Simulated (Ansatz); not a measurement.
Reactions of C$_{2}$H$_{3}$ClO$_{2}$Zr, SMILES `C#[C][Zr]([OH])([OH])[Cl]`.

Program: Ansatz. Geometries: PBE0-D4/def2-TZVP. ΔE: electronic, gas phase. CCSD(T)/CBS is the MP2 limit (def2-TZVPP, def2-QZVPP) plus CCSD(T) − MP2 in def2-TZVPP, frozen cores. This one scheme is used for every species. DFT in def2-TZVPP. Elements past krypton have def2 core potentials. For Ge, Mo, Sn, Zr outer-core shells are correlated without core-valence functions, which leaves a few kJ/mol of doubt a bond. Scalar relativity is left out up to krypton. One conformer a species, not always the lowest.

| reaction | MP2/CBS(def2) (eV) | r2SCAN-D4 (eV) | CCSD(T)/CBS(def2) (eV) |
| --- | --- | --- | --- |
| `C#[C][Zr]([OH])([OH])[Cl]` + `C[N](C)[Mo]([OH])(=[S])=[S]` → `C#[C][Zr]([OH])([Cl])[N](C)C` + `[OH][Mo]([OH])(=[S])=[S]` | 0.74 | 0.48 | 0.61 |
| `C#[C][Zr]([OH])([OH])[Cl]` + H–F → `C#[C][Zr]([OH])([F])[Cl]` + H₂O | -0.38 | -0.52 | -0.42 |
| `C#[C][Zr]([OH])([OH])[Cl]` + HCl → `[OH][Zr]([OH])([Cl])[Cl]` + `C#C` | -1.42 | -1.42 | -1.39 |
| `C#[C][Zr]([OH])([OH])[Cl]` + H–F → `C#[C][Zr]([OH])([OH])[F]` + HCl | -0.02 | -0.17 | -0.09 |
| `C#[C][Zr]([OH])([OH])[Cl]` + `CNC` → `C#[C][Zr]([OH])([Cl])[N](C)C` + H₂O | 0.39 | 0.53 | 0.45 |
| `C#[C][Zr]([OH])([OH])[Cl]` + H₂O → `[OH][Zr]([OH])([OH])[Cl]` + `C#C` | -0.98 | -1.01 | -0.98 |
| `C#[C][Zr]([OH])([OH])[Cl]` + `[SnH3][c]1ccccc1` → `[OH][Zr]([OH])([Cl])[c]1ccccc1` + `C#[C][SnH3]` | 0.32 | 0.32 | 0.30 |
| `C#[C][Zr]([OH])([OH])[Cl]` + `c1ccccc1` → `[OH][Zr]([OH])([Cl])[c]1ccccc1` + `C#C` | 0.64 | 0.74 | 0.67 |
| `C#[C][Zr]([OH])([OH])[Cl]` + H₂S → `[OH][Zr]([OH])([SH])[Cl]` + `C#C` | -0.72 | -0.70 | -0.68 |
| `C#[C][Zr]([OH])([OH])[Cl]` + `F[SiH]1[O][GeH2]1` → `C#[C][Zr]([OH])([F])[Cl]` + `O[SiH]1[O][GeH2]1` | 0.00 | -0.10 | -0.02 |

Largest T1 diagnostic: 0.025, for `[OH][Mo]([OH])(=[S])=[S]`, so its coupled-cluster energy is less sure.
